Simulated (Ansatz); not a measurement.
Molecule: C7H15, charge 0, multiplicity 2. It need not be the lowest isomer of its formula. 
Geometry from a B3LYP-D3(BJ)/def2-TZVP (Ansatz, a program for electronic structure) optimisation:
```xyz
22

C     -1.8552    -1.3264     0.0531
C     -0.9774    -0.3715     0.7794
C      0.0049     0.5297     0.0846
C      0.8750     1.2396     1.1306
C     -0.7651     1.6029    -0.7197
C      0.8918    -0.2581    -0.9107
C      1.7303    -1.3746    -0.2957
H     -2.4478    -1.9256     0.7447
H     -2.5612    -0.8140    -0.6171
H     -1.2870    -2.0146    -0.5818
H     -1.1857    -0.1758     1.8246
H      0.2573     1.8620     1.7815
H      1.6129     1.8857     0.6496
H      1.4060     0.5262     1.7613
H     -0.0670     2.2833    -1.2142
H     -1.3898     1.1460    -1.4890
H     -1.4088     2.1925    -0.0647
H      0.2502    -0.6765    -1.6909
H      1.5487     0.4569    -1.4155
H      2.4683    -0.9854     0.4070
H      1.1055    -2.0880     0.2450
H      2.2720    -1.9215    -1.0698
```
Charge 0, spin multiplicity 2.

Quantity: atomisation energy (electronic, to ground-state atoms), in kcal/mol. Valence correlation only, unless marked. UHF or UKS for open shells. No spin-orbit coupling. No relativistic terms. The coupled-cluster limit lacks core correlation, which all-electron functionals hold. CBS marks a two-point X^-3 extrapolation of the correlation energy; Hartree-Fock from the larger set. [CCSD(T)-MP2]/basis is that difference in the basis named.

| level | program | atomisation energy (kcal/mol) |
|---|---|---|
| PBE/def2-TZVPD | Ansatz | 2103.5 |
| BLYP-D3(BJ)/def2-TZVPD | Ansatz + dftd3 | 2066.2 |
| B3LYP-D4/def2-TZVPD | Ansatz + dftd4 | 2080.8 |
| B3LYP/def2-TZVPD | Ansatz | 2062.0 |
| PBE0/STO-3G | Ansatz | 2517.9 |
| PBE0-D3(BJ)/def2-TZVPD | Ansatz + dftd3 | 2096.7 |
| PBE0-D4/def2-TZVP | Ansatz + dftd4 | 2095.6 |
| LC-wPBE/def2-TZVPD | Ansatz | 2078.2 |
| B2GP-PLYP-D3(BJ)/def2-TZVPD | Ansatz + dftd3 | 2056.1 |
| B2PLYP-D3(BJ)/def2-TZVPD | Ansatz + dftd3 | 2061.0 |
| SCS-MP2/6-31G | Ansatz | 1824.1 |
| CCSD/6-31G* | Ansatz | (withheld) |
| CCSD/cc-pVTZ | Ansatz | (withheld) |
| RI-MP2/CBS(cc-pVTZ,cc-pVQZ)+[CCSD(T)-MP2]/cc-pVTZ | Ansatz | 2079.6 |

**Question.** What belongs in the gaps?

**Answer.** 
- CCSD/6-31G*, atomisation energy (kcal/mol): 1897.5
- CCSD/cc-pVTZ, atomisation energy (kcal/mol): 2013.2
